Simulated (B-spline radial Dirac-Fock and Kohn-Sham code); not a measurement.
Total conversion coefficients of Hg against transition energy

These are calculated numbers from a radial atomic solver; the model is a Dirac-Hartree-Slater potential of the neutral atom with a Latter tail (no hole, which puts coefficients of high multipoles low close above an edge), finite nucleus with surface currents. Subshells within 1 keV of threshold and pair formation are left out.

```tsv
energy (keV)	E1	E4	E5	M2	M3	M4
10.8	8.68	1.25e+10	3.05e+12	182000	1.56e+08	5.90e+10
12	6.54	5.24e+09	1.14e+12	109000	7.67e+07	2.45e+10
16.6	11.0	4.67e+08	5.67e+10	84300	2.80e+07	3.49e+09
20	6.75	1.22e+08	1.07e+10	34600	8.19e+06	8.14e+08
24.3	4.02	3.08e+07	1.98e+09	13700	2.29e+06	1.81e+08
24.6	3.89	2.83e+07	1.78e+09	13000	2.12e+06	1.65e+08
30.9	2.11	5.85e+06	2.66e+08	4450	487000	2.91e+07
40.9	0.985	871000	2.80e+07	1220	83000	3.61e+06
43.4	0.838	584000	1.76e+07	930	57400	2.33e+06
50	0.570	226000	5.86e+06	490	24000	833000
56.8	0.403	96500	2.21e+06	277	11100	333000
57.5	0.390	88900	2.01e+06	262	10300	305000
92.7	0.512	3830	56500	90.1	749	11200
100	0.424	2340	32400	67.8	518	6840
104	0.384	1820	24300	58.5	430	5320
112	0.319	1130	14200	44.4	303	3330
141	0.178	261	2720	19.0	106	833
200	0.0743	30.8	239	5.48	23.5	122
215	0.0622	20.1	147	4.26	17.4	84.3
226	0.0550	15.1	105	3.59	14.2	65.5
259	0.0395	7.00	43.3	2.26	8.19	33.4
323	0.0235	2.17	11.0	1.08	3.45	11.8
500	0.00894	0.298	1.01	0.274	0.693	1.79
972	0.00244	0.0325	0.0691	0.0406	0.0794	0.150
1000	0.00232	0.0300	0.0629	0.0376	0.0729	0.136
1340	0.00138	0.0140	0.0258	0.0173	0.0312	0.0531
2000	0.000706	0.00549	0.00891	0.00630	0.0106	0.0164
2090	0.000657	0.00498	0.00799	0.00565	0.00943	0.0145
```

**Question.** How fast do they fall between 1340 and 2090 keV?

**Answer.** As powers of the energy: E1 E^-1.67, E4 E^-2.33, E5 E^-2.64, M2 E^-2.52, M3 E^-2.69, M4 E^-2.92. Within one type (E or M) the higher multipoles fall faster.
